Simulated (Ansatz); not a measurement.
```yaml
crystal:
  periodic: [false, false, false]
  atoms:
    - {symbol: Au, position_ang: [-2.464608, -1.267298, 0.226966]}
    - {symbol: Au, position_ang: [-1.707270, 4.120632, 0.130019]}
    - {symbol: Au, position_ang: [-0.394768, -3.107425, 0.177728]}
    - {symbol: Au, position_ang: [2.096007, -1.993545, 0.136433]}
    - {symbol: Au, position_ang: [-0.003547, -0.347855, 0.148555]}
    - {symbol: Au, position_ang: [2.569057, 0.675483, 0.077948]}
    - {symbol: Au, position_ang: [0.473706, 2.573536, 0.133389]}
    - {symbol: Au, position_ang: [-2.122790, 1.456596, 0.086024]}
    - {symbol: Au, position_ang: [3.004646, 3.380223, 0.049496]}
basis:
  gaussian: {orbitals: def2-TZVPD}
total_charge: -1
magnetization: {spin_polarized: true, initial_magnetization: 0}
hamiltonian: {xc: {name: B3LYP}}
output: {forces: true}
```

```sh
$ ansatz run in.yaml --threads 4 --pin off --events-out ev --progress --plain --max-ram 4787MiB
```

(1) Does this run fit into the memory that it is given?

Answers

(1) No. It has 387 basis functions, and the program plans for 7 GiB where 5 GiB are given.
